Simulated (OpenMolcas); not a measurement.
**Fe III: from CASSCF to CASPT2**

* Program: OpenMolcas 26.06
* Basis: ANO-RCC-VQZP [7s6p4d3f2g1h]
* Scalar Hamiltonian: DKH2, point nucleus
* Active space: 6 electrons in 10 orbitals (3d 4d)
* State averaging: 2S+1 = 5 even, 5 roots; 2S+1 = 3 even, 45 roots; 2S+1 = 1 even, 44 roots
* Spin-orbit coupling: RASSI with atomic mean-field integrals over the reference wave functions, term energies averaged over their components

Methods on the same reference wave functions:
A. CASSCF
B. SS-CASPT2, IPEA 0.25 Eh, imaginary shift 0.1 Eh (closed shells correlated: 3s 3p)
C. MS-CASPT2, IPEA 0.25 Eh, imaginary shift 0.1 Eh (closed shells correlated: 3s 3p)

Energies in cm-1 above 3d6 5D4, the measured ground level; measured values from Corliss and Sugar, J. Phys. Chem. Ref. Data 11, 135 (1982).

```csv
Level,A,B,C,Measured
3d6 5D4,0.0,0.0,0.0,0.0
3d6 5D3,407,409,409,436
3d6 5D2,696,695,695,739
3d6 5D1,882,879,879,932
3d6 5D0,973,968,969,1027
3d6 3H6,21959,20440,20440,20051
3d6 3H5,22165,20630,20630,20301
3d6 3H4,22318,20770,20770,20482
3d6 3P2(1),23979,19790,19790,19405
3d6 3F4(1),25063,21940,21940,21462
3d6 3P1(1),25252,21070,21060,20688
3d6 3F3(1),25290,22150,22150,21700
3d6 3F2(1),25457,22300,22300,21857
3d6 3P0(1),25794,21610,21600,21208
3d6 3G5,27699,24990,24990,24559
3d6 3G4,28072,25350,25350,24941
3d6 3G3,28242,25510,25510,25142
3d6 1I6,32955,30950,30950,30356
3d6 1G4(1),34769,31830,31820,30886
3d6 3D1,35617,31170,31170,
3d6 3D2,35660,31200,31200,
3d6 3D3,35793,31350,31350,30858
3d6 1S0,40250,35630,35620,34812
3d6 1D2,43316,37030,37030,35804
```

Deviations, from unrounded energies. A percentage is the sum of absolute deviations over the sum of measured energies, with the sign that they share, or ± where signs differ.

| Against measurement | Levels | A | B | C |
| --- | --- | --- | --- | --- |
| mean absolute deviation (cm-1) | 21 | 3000 | 430 | 430 |
| fine structure of the ground term (%) | 4 | -5.7 | -5.9 | -5.8 |
| other terms of the ground configuration (%) | 17 | +15.0 | +2.1 | +2.1 |

B, C lie about equally close to measurement and A furthest from it. The largest miss of C in the table is 3d6 1D2, by +1200 cm-1. The ranking rests on the paired levels alone, and a cruder setting can come out closer through cancelling errors.

Between B and C the level of the table that moves most is 3d6 3P0(1), by 10 cm-1 (lowest in C, highest in B). Moves below CASPT2's spread within the term are not significant.

The two smallest mean deviations differ by little beside CASPT2's spread within terms, so their order carries little weight.

From A to B the spin-free energies of the other terms of 3d6 shown, above 5D, scale by factors of 0.83 to 0.94, as is usual when dynamic correlation screens the repulsion within a d or f shell.

The lowest spin-free term lies below A's lowest term by 0.455 hartree in B, 0.455 hartree in C.

Term energies are means over components that CASPT2 splits; among the terms shown or strongly mixed into the levels shown the widest spread is 870 cm-1 (3d6 1I, C). Active for correlation alone: 4d; no level in the range computed is led by a configuration that fills it, so any true level of that kind is missing. Without dynamic correlation excited terms often stand tens of per cent too high (terms of higher spin than the ground term too low), and those without a measured partner can miss by more than the paired ones (holds for A). The CASPT2 spread within a term exceeds the gap to the next term for 3d6 3P(1) and 3d6 3H, 3d6 1I and 3d6 3D, so the order of their levels is uncertain (holds for C). Computed and measured levels are paired by configuration, term and J; levels that our copy of the source lacks, or whose pairing is in doubt (as where it misses far off the trend of its configuration), stay unpaired and out of the deviations. Only configurations of the active space appear. The table leaves out levels that lie high or whose names do not pair safely across all columns.

A number in round brackets counts repeated terms of one configuration in the order of the reference energies.
